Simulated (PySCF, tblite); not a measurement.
Isomers of [C7H14PS]+ (charge +1), one GFN2-xTB conformer each. Single-point energies are computed at PBE0/pcSseg-1 (PySCF, gas phase, no added dispersion term), electronic only.

Problem. Rank them by PBE0/pcSseg-1 energy, lowest first (kcal/mol).
A. `[CH2:1]=[CH:2][P@@H+:3]([CH2:4][S:5][CH3:6])[CH:7]1[CH2:8][CH2:9]1` (charge +1) with C1–C2–P3–C4 117°, C2–P3–C4–S5 -170°, P3–C4–S5–C6 -176°, C2–P3–C7–C8 150°
B. `[CH2:1]=[CH:2][P+:3]1([CH3:4])[CH2:5][CH2:6][S:7][CH2:8][CH2:9]1` (charge +1) with C1–C2–P3–C4 -69°, C2–P3–C5–C6 59°, P3–C5–C6–S7 14°, C5–C6–S7–C8 53°, C6–S7–C8–C9 -82°
C. `[CH2:1]1[CH2:2][PH+:3]([CH:4]2[CH2:5][CH2:6]2)[CH2:7][CH2:8][S:9]1` (charge +1) with C2–P3–C4–C5 79°, S9–C1–C2–P3 -21°, C1–C2–P3–C4 92°, P3–C4–C5–C6 106°, C2–P3–C7–C8 61°

Solution. B (0.0), C (11.2), A (32.4).

As drawn, the highest has a three-membered ring, which the lowest lacks. GFN2-xTB itself gives, in the same order: 1.1, 0.0, 32.9. GFN2-xTB puts C1C[PH+](C2CC2)CCS1 lowest instead; measured from each level's own lowest isomer, the values differ by up to 11.2 kcal/mol (C1C[PH+](C2CC2)CCS1: 0.0 against 11.2).

Problem. Which frontier levels and rotational constants go with these structures?

Solution. 
```tsv
SMILES	HOMO (eV, PBE0/pcSseg-1)	LUMO (eV)	A, B, C (MHz)
C=C[P+]1(C)CCSCC1	-10.68	-5.09	1613, 1072, 917.5
C1C[PH+](C2CC2)CCS1	-11.12	-4.23	1991, 868.0, 809.0
C=C[P@@H+](CSC)C1CC1	-10.37	-5.28	1495, 765.4, 543.4
```

Problem. What happens when harmonic zero-point energies from GFN2-xTB frequencies are added?

Solution. 
| SMILES | ZPE (kcal/mol) | electronic (kcal/mol) | with ZPE (kcal/mol) |
| --- | --- | --- | --- |
| C=C[P+]1(C)CCSCC1 | 118.8 | 0.0 | 0.0 |
| C1C[PH+](C2CC2)CCS1 | 119.9 | 11.2 | 12.2 |
| C=C[P@@H+](CSC)C1CC1 | 116.7 | 32.4 | 30.3 |

The zero-point energies span 3.2 kcal/mol. The order is unchanged.
